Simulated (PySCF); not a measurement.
**Relaxation of triplet Mg2Te**

These are results of UB3LYP in PySCF with Te def2-SVP with ECP28, Mg def2-SVP; scalar-relativistic core potentials, no spin–orbit coupling; density-fitted integrals, not measurements. A (50,194) grid was used.

A hand-made linear start, of D∞h symmetry, held to at least that symmetry:

Coordinates in bohr (charge 0 multiplicity 3):
```
Te    0.0000    0.0000    0.0000
Mg    0.0000    0.0000    5.1967
Mg    0.0000    0.0000   -5.1967
```

Task: What does it relax to?

Result: It ends at D∞h with Te–Mg 2.617 Å (×2); Mg–Te–Mg 180.0° (after a last refinement on a finer grid). A frequency run shows 2 imaginary modes (one degenerate set), down to 86i cm⁻¹, so it is a higher-order saddle point. Other isomers or separated fragments may lie lower.

Task: How much energy is released, and in how many steps?

Result: 9.8 kJ/mol in 4 steps.

No spin–orbit coupling is included, which matters more the heavier the element.
